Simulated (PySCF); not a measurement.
Basis and Hamiltonian dependence of the ionisation energy of Zr

Zr [Kr] 4d2 5s2 (3F) → Zr⁺ [Kr] 4d2 5s1 (4F). All values are computed (PySCF 2.14, energy differences of UHF-based or UKS calculations, no spin-orbit coupling). Values in eV.

```json
{"basis": "cc-pVDZ-PP with ECP28MDF", "Hamiltonian": "ECP", "functions": "38", "UHF": "5.228", "r2SCAN": "6.169", "PBE0": "6.327", "MP2 (valence)": "6.046", "CCSD(T) (valence)": "n/a", "CCSD(T) (valence and next inner shell)": "n/a"}
{"basis": "aug-cc-pVDZ-PP with ECP28MDF", "Hamiltonian": "ECP", "functions": "54", "UHF": "5.219", "r2SCAN": "6.166", "PBE0": "6.323", "MP2 (valence)": "6.080", "CCSD(T) (valence)": "6.416", "CCSD(T) (valence and next inner shell)": "n/a"}
{"basis": "def2-TZVPPD with the def2 core potential (28 electrons)", "Hamiltonian": "ECP", "functions": "56", "UHF": "5.195", "r2SCAN": "6.155", "PBE0": "6.310", "MP2 (valence)": "6.100", "CCSD(T) (valence)": "6.413", "CCSD(T) (valence and next inner shell)": "6.572"}
{"basis": "cc-pVTZ-PP with ECP28MDF", "Hamiltonian": "ECP", "functions": "63", "UHF": "5.184", "r2SCAN": "n/a", "PBE0": "n/a", "MP2 (valence)": "6.088", "CCSD(T) (valence)": "n/a", "CCSD(T) (valence and next inner shell)": "n/a"}
{"basis": "ANO-RCC-VTZP", "Hamiltonian": "spin-free X2C", "functions": "68", "UHF": "5.183", "r2SCAN": "6.112", "PBE0": "6.279", "MP2 (valence)": "6.053", "CCSD(T) (valence)": "6.388", "CCSD(T) (valence and next inner shell)": "6.514"}
{"basis": "aug-cc-pwCVDZ-PP with ECP28MDF", "Hamiltonian": "ECP", "functions": "70", "UHF": "5.181", "r2SCAN": "6.133", "PBE0": "6.291", "MP2 (valence)": "6.055", "CCSD(T) (valence)": "6.380", "CCSD(T) (valence and next inner shell)": "6.526"}
{"basis": "x2c-TZVPPall", "Hamiltonian": "spin-free X2C", "functions": "79", "UHF": "5.187", "r2SCAN": "6.108", "PBE0": "6.284", "MP2 (valence)": "6.089", "CCSD(T) (valence)": "6.406", "CCSD(T) (valence and next inner shell)": "6.559"}
{"basis": "def2-QZVPPD with the def2 core potential (28 electrons)", "Hamiltonian": "ECP", "functions": "81", "UHF": "5.188", "r2SCAN": "6.141", "PBE0": "6.292", "MP2 (valence)": "6.115", "CCSD(T) (valence)": "6.416", "CCSD(T) (valence and next inner shell)": "6.566"}
{"basis": "x2c-TZVPPall with one added diffuse shell each of s, p, d, f type", "Hamiltonian": "spin-free X2C", "functions": "95", "UHF": "5.188", "r2SCAN": "6.106", "PBE0": "6.282", "MP2 (valence)": "6.096", "CCSD(T) (valence)": "6.412", "CCSD(T) (valence and next inner shell)": "6.565"}
{"basis": "aug-cc-pVTZ-DK", "Hamiltonian": "spin-free X2C", "functions": "102", "UHF": "5.184", "r2SCAN": "6.110", "PBE0": "6.274", "MP2 (valence)": "6.116", "CCSD(T) (valence)": "6.425", "CCSD(T) (valence and next inner shell)": "n/a"}
{"basis": "aug-cc-pVTZ-PP with one added diffuse shell each of s, p, d, f, g type with ECP28MDF", "Hamiltonian": "ECP", "functions": "113", "UHF": "5.183", "r2SCAN": "6.129", "PBE0": "6.281", "MP2 (valence)": "6.113", "CCSD(T) (valence)": "n/a", "CCSD(T) (valence and next inner shell)": "n/a"}
{"basis": "aug-cc-pwCVTZ-PP with ECP28MDF", "Hamiltonian": "ECP", "functions": "122", "UHF": "5.181", "r2SCAN": "6.132", "PBE0": "6.281", "MP2 (valence)": "6.120", "CCSD(T) (valence)": "n/a", "CCSD(T) (valence and next inner shell)": "n/a"}
{"basis": "dyall-av2z", "Hamiltonian": "non-relativistic", "functions": "136", "UHF": "5.069", "r2SCAN": "5.953", "PBE0": "6.121", "MP2 (valence)": "5.903", "CCSD(T) (valence)": "n/a", "CCSD(T) (valence and next inner shell)": "n/a"}
{"basis": "aug-cc-pwCVTZ-DK with one added diffuse shell each of s, p, d, f, g type", "Hamiltonian": "spin-free X2C", "functions": "161", "UHF": "5.183", "r2SCAN": "6.108", "PBE0": "6.271", "MP2 (valence)": "6.124", "CCSD(T) (valence)": "n/a", "CCSD(T) (valence and next inner shell)": "n/a"}
```

Frozen in the all-electron rows: valence: [Kr]; valence and next inner shell: [Ar] 3d10; with a core potential, the same shells as far as they lie outside it.

Non-relativistic rows lack the scalar-relativistic shift.

Reference for a calculation without spin-orbit coupling: 6.639 eV (measured, between term centres; NIST).
